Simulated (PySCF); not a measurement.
All values below come from PBE-D3(BJ)/def2-TZVP // r2SCAN-D4/def2-SVP in PySCF. Isolated molecules, 0 K electronic values unless said otherwise. One relaxed conformer stands for a flexible species; it need not be the lowest. 

Reference species: [Co(H2O)4(NH3)2]3+ (lower singlet) (charge +3, multiplicity 1).

- charge on the central atom (meta-Löwdin): 1.13 e
- mean distance from the central atom to its bonded neighbours: 1.948 Å
- charge on the central atom (Mulliken): 0.18 e
- coordination number: 6

Changed species: [Co(H2O)6]3+ (near-degenerate singlet) (0 of 6 H2O replaced by NH3, multiplicity 1; the reference has 2 of 6 H2O replaced by NH3, multiplicity 1).

**Question.** Give the shifts of the charge on the central atom (meta-Löwdin), mean distance from the central atom to its bonded neighbours, charge on the central atom (Mulliken) and coordination number.

**Answer.** the charge on the central atom (meta-Löwdin) goes up by 0.11 e, to 1.24 e; the mean distance from the central atom to its bonded neighbours falls by 0.025 Å, to 1.923 Å; the charge on the central atom (Mulliken) goes up by 0.09 e, to 0.27 e; the coordination number stays essentially unchanged.
